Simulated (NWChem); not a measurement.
## Correlation energy of sulfur trioxide (O3S)

```
S
O 1 1.4693
O 1 1.4693 2 120.00
O 1 1.4693 2 120.00 3 180.00
```
Charge 0, spin multiplicity 1.

All runs are NWChem calculations. The geometry was optimised at PBE/def2-SVP, a minimum by its harmonic frequencies.

Basis set: STO-3G. Each correlation energy counts from its own Hartree-Fock reference.

The correlated methods keep 8 core orbitals frozen. Coupled-cluster values serve here as a point of comparison, not as the truth.

Problem. Order these methods by the correlation energy they give, lowest first: SCS-MP2, MP2, CCSD+T(CCSD), CR-CCSD(T).

Solution. CCSD+T(CCSD) (-264.6 mHa), CR-CCSD(T) (-254.6 mHa), MP2 (-233.3 mHa), SCS-MP2 (-228.0 mHa)
